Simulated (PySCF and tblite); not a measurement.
The numbers below are computed, except where a source is named.
C8H8O, numbered as in [CH:1]#[C:2][C:3]#[C:4]/[C:5]([CH3:6])=[CH:7]\[O:8][CH3:9].

Search: ETKDG, MMFF94s, GFN2-xTB, 60 starts; geometries at GFN2-xTB. Weights use PBE0-D3(BJ)/pcSseg-1 energies plus GFN2-xTB zero-point and thermal terms (modes under about 100 cm⁻¹ blended into free rotors). Symmetry numbers and mirror images are counted. Conformers within 3 kcal/mol (GFN2-xTB free energy) were kept, 10 at most. GIAO shieldings: PBE0/pcSseg-1. Shifts are against TMS (¹H), TMS (¹³C) at the same level. (PySCF 2.14, tblite 0.8.)

Torsions listed: C5–C7–O8–C9.

```tsv
conformer	shape	symmetry	E(GFN2) kcal/mol	E(DFT) kcal/mol
1	178°	Cs	1.53	0.38
2	0°	Cs	0.00	0.00
```

Problem. How much do the weights at 298.15 K and the averaged shift of H9 depend on how the conformers are weighted?

Solution. 
| weighting | 1 (%) | 2 (%) | δ (ppm) | rms dipole (D) |
| --- | --- | --- | --- | --- |
| DFT energy with thermal terms, symmetry and mirror images (full scheme) | 69 | 31 | 4.02 | 2.67 |
| DFT energy with symmetry and mirror images | 34 | 66 | 4.20 | 1.93 |
| bare DFT energy | 34 | 66 | 4.20 | 1.93 |
| GFN2-xTB energy with symmetry and mirror images | 7 | 93 | 4.34 | 0.99 |
| GFN2-xTB free energy | 24 | 76 | 4.25 | 1.63 |
| leading conformer alone | 100 | 0 | 3.85 | 3.21 |
| equal weights | 50 | 50 | 4.11 | 2.30 |
| full scheme, search stopped after three starts | 100 | 0 | 3.85 | 3.21 |

The largest departure from the full scheme, 0.32 ppm, comes with: GFN2-xTB energy with symmetry and mirror images.
